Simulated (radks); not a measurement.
Question: Pt IV, configuration [Xe] 4f14 5d7 (the NIST ground configuration). Calculated with a radial shooting solver on a logarithmic mesh with Libxc functionals: Dirac Kohn-Sham, PBE, spin-unpolarised, spherical densities, finite nucleus; open shells fill j = l - 1/2 first; Fermi nuclear charge, rms radius 5.427 fm. Some entries of the table are withheld. Estimate them.

orbital  occ.  eigenvalue (eV)  <r^2> (bohr^2)
1s1/2       2              (1)       0.0004063
2s1/2       2        -13775.80        0.006146
2p1/2       2        -13208.50        0.004356
2p3/2       4        -11479.66        0.005546
3s1/2       2        -3262.482             (2)
3p1/2       2              (3)         0.03647
3p3/2       4              (4)         0.04292
3d3/2       4        -2200.063         0.03298
3d5/2       6        -2118.143         0.03474
4s1/2       2        -728.5906          0.1946
4p1/2       2        -620.0102          0.1989
4p3/2       4        -529.5042          0.2321
4d3/2       4        -351.3453          0.2467
4d5/2       6        -334.5118          0.2586
5s1/2       2        -136.3921           1.013
4f5/2       6        -106.9600          0.3194
4f7/2       8        -103.5035          0.3286
5p1/2       2        -101.5937           1.192
5p3/2       4         -86.4192           1.421
5d3/2       4         -39.5572           2.482
5d5/2       3         -37.9211           2.637

Answer: 
(1) 1s1/2 eigenvalue (eV): -78307.45
(2) 3s1/2 <r^2> (bohr^2): 0.03995
(3) 3p1/2 eigenvalue (eV): -3006.959
(4) 3p3/2 eigenvalue (eV): -2626.919
